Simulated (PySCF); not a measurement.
**Two-component Hartree-Fock for P⁺ (phosphorus, charge +1)**

Start: [Ne] 3s2 3p2; 3p1/2 filled at m_j = -1/2, +1/2. Calculated with PySCF 2.14 in x2c-TZVPPall-2c: generalised Hartree-Fock with the X2C-1e Hamiltonian and a Gaussian nucleus; one run each with spin-orbit coupling (SO) switched off, then screened by Boettger's factors.

```csv
spinor shell,electrons,"ε, spin-free (eV)","ε, screened SO (eV)",weight of nominal j (screened SO),"rms radius, screened SO (bohr)"
1s1/2,2,-2193.2,-2193.2,1.000,0.120
2s1/2,2,-216.35,-216.34,1.000,0.560
2p1/2,2,-157.85,-158.89,0.834,0.537
3s1/2,2,-28.247,-28.242,0.999,1.99
3p1/2,2,-19.622,-19.631,0.515,2.31
```

Where does 2p3/2 lie, and what is the 2p spin-orbit splitting (screened SO)?

At -157.32 eV, 1.570 eV above 2p1/2.

```
   quantity   spin-free  screened SO
E (hartree)  -341.15845   -341.15968
        M_J           0            0
       ⟨J²⟩       2.013        1.901
       ⟨L²⟩       2.010        2.012
       ⟨S²⟩       2.003        2.002
```

The determinant has a definite M_J but mixes levels of different J.

Each row is a mean over spinors that exchange with the open shell spreads, by up to 5.521 eV (3s1/2).

Rows whose weight is well below 1 are mixtures of j = l ± 1/2: exchange outweighs spin-orbit coupling there, and the label is only the starting occupation.

Without spin-orbit coupling the j labels of p, d and f shells carry no meaning; the spin-free column gives the mean over the occupied spinors of each nl shell.
